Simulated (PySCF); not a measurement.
## Ionising TlTe

PBE0; Tl cc-pVDZ-PP with ECP60, Te cc-pVDZ-PP with ECP28; scalar-relativistic core potentials (PySCF 2.14). Neutral (UKS): doublet (π ↑), Re = 2.923 Å, ωe = 138 cm⁻¹, De = 2.58 eV, HOMO -5.62 eV, LUMO -3.72 eV.

TlTe⁺ (UKS): triplet (π ↑↑), Re = 3.404 Å, ωe = 74.8 cm⁻¹. The energies at the minima are -440.57511 hartree for TlTe and -440.30814 for TlTe⁺.

(1) Work out the adiabatic ionisation energy, without and with harmonic zero-point energies (1 hartree = 27.2114 eV, 1 eV = 8065.5 cm⁻¹), and the change of the bond length.

These are scalar-relativistic numbers at best; spin–orbit coupling would shift them, the dissociation energy most. States were picked by a PBE0 search and need not be the measured ground states.

Answers

(1) At PBE0: 0.26697 hartree = 7.265 eV between the minima; the zero-point term (74.8 − 138.0)/2 cm⁻¹ = -0.004 eV makes it 7.261 eV. Re changes by +48.1 pm against the neutral. The electron leaves a π orbital, and the ion is left as a loose complex of an ion and an atom.
